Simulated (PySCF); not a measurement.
Se(SeH)(OSiH3) (H₄OSe₂Si), SMILES O([SiH3])[Se][SeH].

Geometry: PBE0-D3(BJ)/def2-SVP. Other conformers were not sampled.

Two levels are set side by side: TDA-PBE/def2-SVPD (PySCF) and TDA-LC-ωPBE/def2-SVPD (PySCF). Vertical, same geometry. The lowest singlet is HOMO→LUMO 79 %, HOMO→LUMO+1 20 % with PBE and HOMO→LUMO+1 70 %, HOMO→LUMO 17 % with the other functional; states are paired by order. Differences are taken from unrounded values.

```tsv
quantity	TDA-LC-ωPBE	TDA-PBE	TDA-PBE minus TDA-LC-ωPBE
lowest singlet excitation (eV)	4.12	3.55	-0.56
lowest triplet excitation (TDA) (eV)	3.22	2.92	-0.30
first bright state (f over 0.05) (eV)	7.12	5.34	-1.78
its oscillator strength	0.38	0.10	-0.28
```

Functionals without exact exchange tend to place singlet excitations lower, as here. Differences between two approximate levels are no errors against the true value.

Rough cost on one machine, each run with all the roots and properties that it gave: TDA-LC-ωPBE against TDA-PBE about 3 times.
